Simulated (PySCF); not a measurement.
Problem. What does the PBE0-D3(BJ)/def2-SVP structure of `BrC1=CC=CC12C=CC=C2` look like in three dimensions?

Solution. 
Z-matrix in Å and degrees, rows numbered from 1:
```
Br
C   1  1.8609
C   2  1.3475  1  127.47
C   3  1.4649  2  108.17  1  -179.99
C   4  1.3473  3  109.81  2     0.00
C   5  1.5126  4  109.85  3    -0.03
C   6  1.5126  2  113.52  1    58.20
C   7  1.3457  6  109.41  2  -123.06
C   8  1.4677  7  109.34  6     0.17
C   9  1.3457  8  109.35  7     0.01
H   3  1.0900  2  125.94  1     0.01
H   4  1.0913  3  124.23  2   180.00
H   5  1.0898  4  127.85  3  -180.00
H   7  1.0897  6  122.59  2    56.72
H   8  1.0914  7  125.88  6   180.00
H   9  1.0914  8  124.78  7   179.83
H  10  1.0897  6  122.59  2   -56.70
```

The 5-membered ring C2–C3–C4–C5–C6 has internal angles of 101.4° to 110.8°; it is planar, 0.00 Å rms from its mean plane, widest ring torsion 0°. The C–C distances run from 1.346 Å (C9=C10, drawn double) to 1.514 Å (C2–C6, drawn single), a spread of 0.168 Å. The 5-membered ring C6–C7–C8–C9–C10 has internal angles of 102.5° to 109.4° (sum 540°, against 540° for a flat polygon); it is planar, 0.00 Å rms from its mean plane, widest ring torsion 0°.

Theory: PySCF, PBE0-D3(BJ)/def2-SVP geometry optimisation, gas phase.

Point group: Cs (tolerance 0.08 Å). No frequency check.

On an Arm Neoverse V1 with one thread, shared host with 32 logical CPUs at a one-minute load of 29, this took 2.8 min and 0.98 GiB of memory at its peak. These figures are those of the optimisation.
